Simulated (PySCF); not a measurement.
# Calculated properties of `[SiH3]C#C[Si@@](P)(Cl)O[SiH3]`

Species: C2H8ClOPSi3.
Structure used (GFN2-xTB), in Å, numbered top down from 1:
```
atom  x, y, z in Å
Si1   -2.188   -2.790    1.349
C2    -1.344   -1.300    0.641
C3    -0.801   -0.307    0.211
Si4    0.037    1.176   -0.528
P5     0.507    1.090   -2.717
Cl6   -1.104    2.793   -0.104
O7     1.485    1.349    0.172
Si8    2.434    1.673    1.455
H9    -3.511   -2.372    1.816
H10   -1.365   -3.289    2.453
H11   -2.298   -3.790    0.285
H12    0.901   -0.239   -2.688
H13   -0.785    0.768   -3.103
H14    2.134    0.668    2.472
H15    3.775    1.559    0.893
H16    2.113    3.020    1.916
```

Among its groups: alkyne, Si–H bond, siloxane link and C–Si bond.

GFN2-xTB geometry:

```
Point group of the GFN2-xTB geometry                  : C1
Rotational constants A, B, C of the GFN2-xTB geometry : 0.859, 0.452, 0.391 GHz
```

From PBE0/def2-SVPD ground state and vertical TDDFT (core frozen in the response) (PySCF):

```
Dipole moment                                                     : 1.81 D
HOMO energy                                                       : -7.69 eV
LUMO energy                                                       : -0.98 eV
HOMO–LUMO gap                                                     : 6.71 eV
Lowest singlet excitation                                         : 5.44 eV (228 nm, f = 0.007)
Strongest line among the 8 lowest singlet transitions             : S5 at 6.29 eV (197 nm, f = 0.162)
Lowest triplet excitation (Tamm–Dancoff)                          : 4.52 eV
Static isotropic polarisability                                   : 145.9 au
Electronic spatial extent ⟨r²⟩ about the centre of nuclear charge : 3076 bohr²
```

Monoisotopic mass from the formula: 197.9309 u.

The vertical singlet–triplet gap S1 − T1 is 0.92 eV (TDDFT singlet less Tamm–Dancoff triplet; S1: HOMO→LUMO, weight 0.36, beside HOMO→LUMO+1, weight 0.28; T1: HOMO→LUMO, weight 0.23, beside HOMO−1→LUMO+1, weight 0.19). The dipole matches unit charges of opposite sign 0.38 Å apart (1 e·Å = 4.8032 D). S1 lies 1.27 eV below the HOMO–LUMO gap; its leading configuration is HOMO→LUMO, weight 0.36, beside HOMO→LUMO+1, weight 0.28. With B = h/(8π²I), that is 505.379 GHz u Å² over I, the principal moments of inertia are 588.3, 1117.4 and 1292.5 u Å² (most abundant isotopes); the inertial defect Ic − Ia − Ib is -413.2 u Å² (zero for a rigid planar frame, negative otherwise). The largest Löwdin shares of the LUMO are 0.24 on C3, 0.23 on C2, 0.14 on Si4 and 0.10 on P5.

One conformer (not necessarily the lowest) at the GFN2-xTB geometry, without solvent, vibrations or thermal averaging.
